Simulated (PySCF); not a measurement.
This PySCF input asks for the NMR shieldings of `CO/C(=C/[SiH2]C)CC#N`, C$_{6}$H$_{11}$NOSi; the geometry comes from GFN2-xTB.

```python
import basis_set_exchange as bse
import numpy as np
from pyscf import gto, dft
from pyscf.prop import nmr

atoms = """
C    -2.666949   -0.529041   -1.297973
O    -2.333201    0.113949   -0.092763
C    -1.020024    0.179470    0.268859
C     0.020858   -0.349371   -0.370773
Si    1.804012   -0.190999    0.187656
C     2.873857   -1.090525   -1.092724
C    -0.891142    0.985454    1.542159
C    -0.537792    2.343441    1.214867
N    -0.269561    3.419128    0.937509
H    -3.747336   -0.437938   -1.393938
H    -2.390416   -1.588012   -1.273076
H    -2.182260   -0.047556   -2.152808
H    -0.163981   -0.902708   -1.280596
H     1.968955   -0.836333    1.503909
H     2.208858    1.214970    0.300318
H     2.803918   -0.621182   -2.069856
H     2.575453   -2.129185   -1.203450
H     3.918604   -1.079290   -0.799090
H    -1.854653    0.992251    2.058670
H    -0.122348    0.564155    2.190671
"""
names = dict.fromkeys(["C", "O", "Si", "N", "H"], "pcSseg-1")
basis = {el: gto.basis.parse(bse.get_basis(n, elements=[el], fmt="nwchem")) for el, n in names.items()}
mol = gto.M(atom=atoms, basis=basis, charge=0, verbose=0)
mf = dft.RKS(mol, xc="PBE0")
mf.grids.level = 2
mf.grids.alignment = dft.numint.BLKSIZE   # the property module wants whole blocks of grid points
mf.conv_tol = 1e-9
mf.kernel()

calc = nmr.RKS(mf)   # GIAO
C = mf.mo_coeff
Co = C[:, mf.mo_occ > 0]
resp = mf.gen_response(singlet=True, hermi=2)
def vind(x):   # induced exchange potential for any number of trial vectors
    d = np.einsum("pi,xij,qj->xpq", C, 2 * x.reshape(-1, C.shape[1], Co.shape[1]), Co, optimize=True)
    return np.einsum("xpq,pi,qj->xij", resp(d - d.transpose(0, 2, 1)), C, Co, optimize=True).ravel()
mo1, _ = nmr.rhf.solve_mo1(calc, with_cphf=vind)
sigma = calc.kernel(mo1)
for i, s in enumerate(sigma):   # ppm
    print("%2d %-2s %9.2f" % (i, mol.atom_pure_symbol(i), np.trace(s) / 3))
```

Problem. What does it print?

Solution. 
```
 0 C     130.91
 1 O     184.59
 2 C      16.71
 3 C      96.44
 4 Si    405.46
 5 C     194.30
 6 C     162.01
 7 C      66.00
 8 N     -32.99
 9 H      27.55
10 H      28.15
11 H      28.14
12 H      27.52
13 H      27.21
14 H      26.87
15 H      31.35
16 H      31.45
17 H      31.50
18 H      28.73
19 H      28.67
```

These numbers come from an equivalent density-fitted implementation of the same equations, which agrees with the script to about 0.01 ppm for H and up to a few tenths of a ppm for heavy atoms, so last digits may differ.

Problem. Turn these shieldings into chemical shifts. Chemical shifts δ = σref − σ; 13C (186.93 ppm), 29Si (349.16 ppm), 1H (31.72 ppm) vs TMS; 17O (336.08 ppm) against H2O; 15N (267.73 ppm) against NH3, all at this level.

Solution. Averaging equivalent atoms: C 2: 170.2; C 7: 120.9; C 3: 90.5; C 0: 56.0; C 6: 24.9; C 5: -7.4; O 1: 151.5; Si 4: -56.3; N 8: 300.7; H 13/14: 4.68; H 12: 4.19; H 9/10/11: 3.77; H 18/19: 3.02; H 15/16/17: 0.28 ppm. Experimental scales use liquid or dissolved standards, which lie at an offset from isolated NH3 (liquid NH3: subtract about 20 ppm) and H2O (liquid H2O: subtract about 36 ppm). Unscaled 15N shifts of sp2 nitrogen come out 20 to 40 ppm too high even then.

Size and cost of the density-fitted run: 215 basis functions, 83 s wall time on 1 thread of an Arm Neoverse N1, shared host; peak memory 1 GiB.
